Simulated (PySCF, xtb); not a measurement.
Si(Br)(SH) (BrHSSi), SMILES S[Si]Br (connectivity only; charge and spin as stated), neutral, multiplicity 1. The values are those of a single conformer.

Harmonic wavenumbers (cm⁻¹) from GFN2-xTB in xtb at its own minimum, in rising order: 131, 251, 364, 468, 716, 2443.

Task: What does PySCF with B3LYP-D3(BJ)/def2-TZVP give at its own minimum? (An estimate is asked for; the answer gives what the named calculation found.)

Result: 148, 379, 396, 492, 756, 2646. Paired by order, the mean absolute difference is 74 cm⁻¹ and the zero-point energies are 6.3 and 6.9 kcal/mol.
